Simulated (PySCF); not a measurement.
Compound: C5H9N3Si.
SMILES with atom numbers: `[SiH3:1][n:2]1[n:3][n:4][cH:5][c:6]1[CH:7]1[CH2:8][CH2:9]1` (hydrogens: H10, H11, H12 on Si1; H13 on C5; H14 on C7; H15, H16 on C8; H17, H18 on C9)

Cartesian coordinates in Å at the PBE0-D3(BJ)/def2-SVP level; atoms count from 1:
```xyz
18
C5H9N3Si angstrom
Si    -1.4665   -0.9387    1.8739
N     -1.3885    0.2800    0.5661
N     -2.2502    1.3215    0.5754
N     -1.9466    2.1029   -0.3959
C     -0.8786    1.5952   -1.0649
C     -0.4977    0.4175   -0.4604
C      0.5714   -0.5608   -0.7313
C      1.7949   -0.6058    0.1547
C      1.9003   -0.0982   -1.2486
H     -1.1854   -2.2665    1.2629
H     -0.4359   -0.6263    2.9024
H     -2.8375   -0.8662    2.4320
H     -0.4531    2.0904   -1.9348
H      0.2201   -1.5302   -1.1042
H      1.8552    0.1257    0.9650
H      2.2135   -1.5865    0.3935
H      2.3991   -0.7213   -1.9941
H      2.0405    0.9763   -1.3895
```

Level: PBE0/pcSseg-1 and CAM-B3LYP/def2-SVPD in PySCF, non-relativistic, on one gas-phase PBE0-D3(BJ)/def2-SVP geometry that isn't relaxed in the solvent. The solvent is an IEF-PCM continuum (van der Waals radii × 1.2). The model holds no explicit solvent molecules, cavitation or dispersion.

Gas phase at PBE0/pcSseg-1: HOMO -7.30 eV, LUMO -0.35 eV, dipole 4.91 D.

Q: What does the continuum do to the energy, the frontier levels and the dipole at PBE0/pcSseg-1 in methanol?

A: 
```
 solvent      ε  E(solvent) − E(gas) (kcal/mol)  polarisation term (kcal/mol)  distortion of the solute (kcal/mol)  HOMO (eV)  LUMO (eV)  dipole (D)
methanol  32.61                           -7.97                         -9.90                                 1.93      -7.41      -0.49        6.56
```

Polarisation term: ½ Σ q·V over the induced surface charges. Distortion: the rise of the solute's own energy as its density leaves the gas-phase optimum.

Q: Which radius a makes the point-dipole formula ΔE = −[(ε − 1)/(2ε + 1)]·μ²/a³ give the value in methanol, with the gas-phase dipole?

A: μ = 1.930 au and |ΔE| = 0.01271 Eh give a = 2.75 Å; the farthest nucleus lies 3.78 Å from the centroid of the nuclei, so such a sphere wouldn't even hold the nuclei. The formula assumes a rigid point dipole at the centre of a sphere.

Q: Give the dipole vector in the frame of the coordinates (D, pointing from negative to positive charge), gas and methanol.

A: Gas (3.30, -3.63, 0.12), solvent (4.45, -4.82, 0.10). Its length changes by +34 % and its direction by less than 1°.

Q: Which Hirshfeld charges (PBE0/pcSseg-1) respond most in methanol (means over atoms taken as equivalent)?

A: 
| atoms | environment | gas (e) | solvent (e) | change |
| --- | --- | --- | --- | --- |
| N4 | pyridine-type nitrogen | -0.142 | -0.186 | -0.044 |
| N3 | pyridine-type nitrogen | -0.081 | -0.116 | -0.035 |
| C6 | substituted aromatic carbon | +0.029 | +0.042 | +0.013 |
| H14 | methine hydrogen | +0.051 | +0.060 | +0.009 |
| H13 | aromatic hydrogen | +0.061 | +0.070 | +0.009 |
| N2 | pyrrole-type nitrogen | -0.066 | -0.059 | +0.007 |
| Si1 | SiH3 silicon | +0.381 | +0.388 | +0.007 |
| H16/H17 | methylene hydrogen | +0.053 | +0.059 | +0.006 |
| H10/H11/H12 | Si–H hydrogen | -0.062 | -0.057 | +0.005 |
| H15/H18 | methylene hydrogen | +0.051 | +0.053 | +0.002 |
| C5 | aromatic CH next to a ring nitrogen | -0.048 | -0.051 | -0.003 |
| C7 | benzylic-type carbon | -0.043 | -0.041 | +0.002 |

Gas phase at CAM-B3LYP/def2-SVPD: HOMO -8.61 eV, LUMO 0.63 eV, dipole 5.01 D.

Q: What does the continuum do to the energy, the frontier levels and the dipole at CAM-B3LYP/def2-SVPD in methanol?

A: 
| solvent | ε | E(solvent) − E(gas) (kcal/mol) | polarisation term (kcal/mol) | distortion of the solute (kcal/mol) | HOMO (eV) | LUMO (eV) | dipole (D) |
| --- | --- | --- | --- | --- | --- | --- | --- |
| methanol | 32.61 | -8.18 | -10.41 | 2.23 | -8.70 | 0.57 | 6.82 |

The atom shares or the degeneracy of the LUMO differ from the gas phase in methanol, so that column needn't follow one orbital.

Q: How does the static polarisability (CAM-B3LYP/def2-SVPD, frozen core, with the continuum's full static response) change?

A: 
| medium | isotropic (au) | principal values (au) | ⟨r²⟩ of the electrons (bohr²) |
| --- | --- | --- | --- |
| gas | 99.7 | 75.6, 110.5, 112.9 | 1411.0 |
| methanol | 135.5 | 106.4, 148.9, 151.1 | 1411.7 |

The isotropic value in methanol is 1.36 times the gas-phase one; no cavity-field correction is applied. ⟨r²⟩ is taken about the centre of nuclear charge.

On one thread of an Arm Neoverse N1 (shared host), this took 66 s of wall time and 1.2 GiB of memory at its peak. This is the whole shielding run at PBE0/pcSseg-1 in methanol, SCF included.
